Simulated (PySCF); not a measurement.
Job file and geometry (Å, from GFN2-xTB) of an NMR shielding run on SMILES [SiH2]1C=C[Si@@H](O[SiH2]CC#N)N1, C$_{4}$H$_{10}$N$_{2}$OSi$_{3}$, GIAO PBE0/pcSseg-1 NMR shielding, non-relativistic, gas phase in PySCF 2.14.0, density-fitted response routines; density fitting, a coarse starting grid and PySCF grid level 2 are the driver's defaults:

```
$ OMP_NUM_THREADS=1 python probes_run.py task.json out

{"job": {"kind": "nmr", "xc": "PBE0", "basis": "pcSseg-1"}, "charge": 0, "multiplicity": 1}
N     -1.702988     2.322916    -1.035536
C     -2.373682     1.487774    -0.627561
C     -3.159907     0.424929    -0.100783
Si    -2.074743    -0.697116     1.030204
O     -0.810574    -1.204976     0.182857
Si     0.557507    -0.919815    -0.680852
C      2.085990    -1.562584     0.202082
C      3.021393    -0.648385     0.452716
Si     2.606713     1.113074    -0.080456
N      1.031461     0.734681    -0.697792
H     -4.001684     0.840182     0.453501
H     -3.553090    -0.160593    -0.934420
H     -2.837280    -1.905012     1.333098
H     -1.660220     0.069036     2.202559
H      0.239946    -1.484451    -1.990696
H      2.223786    -2.602365     0.468925
H      3.950453    -0.913073     0.941798
H      2.546577     2.059252     1.038900
H      3.495813     1.598836    -1.143286
H      0.409383     1.458368    -1.018293
```

Problem. What does the program print?

Solution. 
```
coarse grid: 18632 points
cycle   1  E = -1210.6905855214  dE =  1.354e+00  |g| = 9.551e-01  |ddm| = 4.324e+00
cycle   2  E = -1210.3661692367  dE =  3.244e-01  |g| = 1.581e+00  |ddm| = 2.043e+00
cycle   3  E = -1210.8584396515  dE = -4.923e-01  |g| = 2.459e-01  |ddm| = 1.441e+00
cycle   4  E = -1210.8697930550  dE = -1.135e-02  |g| = 1.001e-01  |ddm| = 2.109e-01
cycle   5  E = -1210.8716603282  dE = -1.867e-03  |g| = 3.590e-02  |ddm| = 9.220e-02
cycle   6  E = -1210.8719314920  dE = -2.712e-04  |g| = 6.352e-03  |ddm| = 3.105e-02
cycle   7  E = -1210.8719395862  dE = -8.094e-06  |g| = 2.263e-03  |ddm| = 7.147e-03
final grid: 167528 points
cycle   8  E = -1210.9355745309  dE = -1.502e-05  |g| = 1.275e-02  |ddm| = 2.749e-02
cycle   9  E = -1210.9355256074  dE =  4.892e-05  |g| = 2.037e-02  |ddm| = 2.443e-02
cycle  10  E = -1210.9356063637  dE = -8.076e-05  |g| = 1.369e-03  |ddm| = 1.540e-02
cycle  11  E = -1210.9356067743  dE = -4.106e-07  |g| = 4.065e-04  |ddm| = 1.368e-03
cycle  12  E = -1210.9356068005  dE = -2.616e-08  |g| = 2.311e-04  |ddm| = 4.126e-04
cycle  13  E = -1210.9356068113  dE = -1.086e-08  |g| = 4.761e-05  |ddm| = 1.690e-04
cycle  14  E = -1210.9356068117  dE = -3.952e-10  |g| = 2.190e-05  |ddm| = 4.839e-05
converged SCF energy = -1210.9356068117

GIAO shielding tensors (ppm)
atom      isotropic    diamagn.    paramagn.     s11        s22        s33       span
  0 N      -25.192     341.678    -366.870   -197.029   -180.077    301.529    498.559
  1 C       60.877     266.397    -205.521    -55.309    -48.273    286.212    341.521
  2 C      182.394     259.469     -77.075    170.189    184.201    192.792     22.604
  3 Si     380.862     882.090    -501.227    347.695    366.321    428.571     80.877
  4 O      268.791     404.697    -135.906    230.065    274.107    302.201     72.136
  5 Si     373.954     884.097    -510.143    338.374    376.031    407.458     69.085
  6 C       30.273     263.975    -233.701    -86.968      5.909    171.879    258.847
  7 C       28.541     261.537    -232.996    -91.750      5.331    172.041    263.791
  8 Si     384.696     882.898    -498.201    348.785    361.978    443.325     94.540
  9 N      234.201     333.720     -99.519    190.805    241.954    269.843     79.037
 10 H       30.326      26.797       3.529     25.117     27.902     37.959     12.842
 11 H       29.665      29.923      -0.258     25.777     27.302     35.916     10.139
 12 H       26.569      29.307      -2.738     22.543     24.828     32.336      9.793
 13 H       26.396      31.832      -5.436     22.862     24.973     31.355      8.493
 14 H       26.242      31.388      -5.146     22.410     24.371     31.946      9.537
 15 H       24.392      31.222      -6.830     22.349     24.599     26.227      3.878
 16 H       24.215      29.431      -5.215     22.423     24.417     25.806      3.383
 17 H       26.418      30.775      -4.358     22.507     24.668     32.077      9.571
 18 H       26.590      29.032      -2.443     22.708     24.376     32.685      9.977
 19 H       29.609      38.757      -9.147     19.884     26.293     42.651     22.766
```

Size and cost of the density-fitted run: 241 basis functions, 110 s wall time on 1 thread of an Arm Neoverse N1, shared host; peak memory 1.1 GiB.
